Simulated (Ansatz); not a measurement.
Consider the isomerisation: `OC(F)[SiH](F)F` → `FC(F)(F)O[SiH3]`.

Computed with Ansatz on PBE0-D4/def2-TZVP structures; ΔE is electronic, products minus reactants. CCSD(T)/CBS is the MP2 limit (def2-TZVPP, def2-QZVPP) plus CCSD(T) − MP2 in def2-TZVPP, frozen cores. One conformer a species, not always the lowest.

| level | ΔE (kJ/mol) |
| --- | --- |
| MP2/def2-TZVPP | 225.3 |
| MP2/def2-QZVPP | 234.8 |
| SCS-MP2/def2-QZVPP | 230.9 |
| HF/CBS(def2) | 197.9 |

What does CCSD(T)/CBS give? (An estimate is asked.)

The calculation gave: +227.5 kJ/mol. The listed levels differ from it by -2.2, 7.3, 3.4, -29.6 kJ/mol.

Largest T1 diagnostic among the species: 0.012.

From PBE to PBE0 (25 % exact exchange), in def2-TZVPP and without D4, ΔE moves by −4.5 kJ/mol. In def2-TZVPP, CCSD(T) changes the Hartree–Fock value by +19.3 kJ/mol (the triples alone add −0.5 kJ/mol) and MP2 by +31.4 kJ/mol.
